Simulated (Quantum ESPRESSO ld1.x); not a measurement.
The numbers below are computed, except where a source is named.
Species: Ne. Configuration: [Ne]. Level of theory: Dirac Kohn-Sham, PBEsol, spin-unpolarised, spherical densities, point nucleus (ld1.x of Quantum ESPRESSO 7.5).

Radial electron density D(r) = 4 pi r^2 rho(r):

```
   r/bohr * D(r) (the largest magnitude, 10.9, reaches the edge; | marks zero)
 0.005569 |*
 0.006179 |*
 0.006911 | *
 0.007669 | *
 0.008509 | *
 0.009442 |  *
  0.01048 |   *
  0.01163 |   *
    0.013 |    *
  0.01443 |     *
  0.01601 |      *
  0.01776 |        *
  0.01971 |         *
  0.02187 |           *
  0.02446 |              *
  0.02714 |                *
  0.03012 |                   *
  0.03342 |                      *
  0.03708 |                         *
  0.04115 |                             *
  0.04602 |                                 *
  0.05107 |                                    *
  0.05667 |                                        *
  0.06288 |                                            *
  0.06977 |                                               *
  0.07804 |                                                  *
  0.08659 |                                                    *
  0.09608 |                                                      *
   0.1066 |                                                      *
   0.1183 |                                                     *
   0.1313 |                                                   *
   0.1468 |                                                *
   0.1629 |                                            *
   0.1808 |                                        *
   0.2006 |                                    *
   0.2226 |                                *
   0.2469 |                             *
   0.2762 |                          *
   0.3065 |                          *
   0.3401 |                          *
   0.3773 |                            *
   0.4187 |                               *
   0.4683 |                                  *
   0.5197 |                                    *
   0.5766 |                                      *
   0.6398 |                                       *
   0.7099 |                                      *
   0.7877 |                                    *
   0.8811 |                                 *
   0.9777 |                             *
    1.085 |                        *
    1.204 |                   *
    1.336 |               *
    1.482 |           *
    1.658 |       *
    1.839 |     *
    2.041 |   *
    2.265 | *
    2.513 |*
    2.788 |*
    3.119 *
    3.461 *
     3.84 *
```

D(r) has 2 maxima, at r = 0.104, 0.645 bohr, and minima at 0.306 bohr, inside which lie 2.21 electrons.
